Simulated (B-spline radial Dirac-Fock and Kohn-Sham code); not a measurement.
**Binding energies of Tb²²⁺ at several levels of theory**

System: Tb²²⁺ in the configuration 1s2 2s2 2p6 3s2 3p6 3d10 4s2 4p6 4d7.

The density-functional columns are spherical, spin-unpolarised Dirac-Kohn-Sham results without Breit or QED terms: −ε is minus the orbital energy of the initial state and ΔSCF the difference of two total energies. The reference in the last column comes from Dirac-Fock ΔSCF + Breit + QED. All numbers are from a radial B-spline solver, in eV; a selection of levels is shown. The Kohn-Sham columns are given as differences from the reference. For the 1s level of heavy atoms much of the gap between ΔSCF and the reference is the Breit and QED part, -227.3 eV here; for other levels the error of the functional can be larger.

```
level  LDA −ε − DF  LDA ΔSCF − DF  Dirac-Fock
    K       -269.4         +214.1     52656.8
   L1       -161.5          -60.0      9379.1
   L2       -122.5           +2.0      8917.5
   L3       -130.3          -17.2      8179.9
   M1        -87.4          -46.2      2625.8
   M2        -72.0          -29.1      2426.8
   M3        -70.8          -30.0      2270.6
   M5        -50.3           -5.1      1899.5
   N1        -39.1          -17.5       999.6
   N2        -29.4           -7.9       915.7
   N3        -29.5           -8.8       874.9
 N4,5        -18.8           +1.6       735.6
```

Values without a named source are computed, but for edge energies of neutral atoms, which are taken from tables.
